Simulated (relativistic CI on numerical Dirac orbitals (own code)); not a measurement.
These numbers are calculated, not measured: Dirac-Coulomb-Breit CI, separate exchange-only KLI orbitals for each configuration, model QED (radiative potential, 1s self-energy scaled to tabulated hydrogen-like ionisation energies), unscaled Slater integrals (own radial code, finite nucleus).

The strongest absorption lines from the ground level of an ion, among the configurations computed and to levels below about 13300 eV (vacuum wavelength in Å, gf): 1.1805 (0.31), 1.2014 (1.1), 1.2261 (0.34), 1.2705 (0.036), 7.6583 (0.26).

Task: Which ion is it?
A. Hf LXVII
B. Hf LXIX
C. Dy LXI
D. Hf LXV

Result: A. Hf LXVII has 6 electrons and the ground level 2s2.2p2 3P_0; the strongest line goes to 2s2.2p.3d 3D°_1. The pattern of lines fixes the number of electrons, and along that sequence the line energies rise steadily with the charge (about as its square where n changes within one kind of shell, about linearly where n is kept but much faster in heavy ions where fine structure, which grows about as Z⁴, sets the gap, and irregularly where shells cross), which fixes Z. Configurations outside the model, such as inner-shell arrays, can give stronger lines. At this charge energies of transitions that change n are usually good to better than 1 %, and those within a shell (Δn = 0) to a few per cent.

LS names give the leading component of a level, which can be under half, so a name can repeat, a term be missing and a line seem to break the LS rules.
